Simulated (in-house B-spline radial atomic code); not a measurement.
A calculation on P+ (an excited or competing configuration): its settings, and results tabulated from the run. Level of theory: scalar-relativistic (X2C) BHandHLYP, spin-polarised, spherical fractional occupations, Fermi nucleus of rms radius 3.1889 fm; calculated with a radial B-spline atomic code at the basis-set limit.

In the input, 3d5,1 would mean five up and one down electron.

Command:
```bash
python run_scf.py task.json out
```
Settings (nuclear radius in fm, mass in u):
```
Z                15
configuration    1s2 2s2 2p6 3s0,1 3p2,0 4f1,0
hamiltonian      x2c
method           bhandhlyp
spin_polarised   True
nucleus          fermi
rms_radius       3.1889
atomic_mass      30.97376
speed_of_light   137.035999084
```

Output (hartree, bohr):
```
 radial grid: 83 intervals, B-splines of order 8, outer radius 60 bohr

 iter        energy (Eh)    residual
    1        -339.615736    2.30e-01
    2        -340.555384    7.13e-02
    3        -340.642299    2.17e-02
    4        -340.651664    6.49e-03
    5        -340.652877    2.82e-03
    6        -340.652998    2.00e-04
    7        -340.653000    2.10e-05
    8        -340.653000    2.83e-06
    9        -340.653000    5.40e-07
   10        -340.653000    5.65e-08

 total energy                      -340.65300
 kinetic                             341.9046
 electron-nucleus                   -802.8799
 Hartree                             142.8145
 exact exchange                      -10.9178
 exchange-correlation                -11.5744

 orbital      occ     eigenvalue          <r>       <r^2>       <1/r>     <1/r^2>       r_max
 1s up      1.000       -79.2675     0.103334   0.0143874      14.723       447.9     0.06747
 1s down    1.000       -79.2667     0.103303   0.0143782     14.7266     448.086     0.06746
 2s up      1.000        -7.7951     0.516774    0.318017     2.84252     34.5843      0.4178
 2s down    1.000        -7.8047     0.515751    0.316519     2.84688     34.6679      0.4175
 2p up      3.000        -5.8353     0.482121    0.290781     2.71959     10.4153      0.3539
 2p down    3.000        -5.8218     0.483249    0.292245     2.71421     10.3782      0.3545
 3s down    1.000        -1.2297      1.73439     3.45249    0.786553      3.8105       1.492
 3p up      2.000        -0.8198      1.99742     4.62967    0.666895     1.00218       1.687
 4f up      1.000        -0.0705      9.55437     102.631    0.119681   0.0168026       8.362
```

Cost of the run: 0.27 s on 1 thread of Arm Neoverse V1 (shared host).

Caution: exact exchange at fractional occupations of open shells leaves self-interaction of up to several eV.
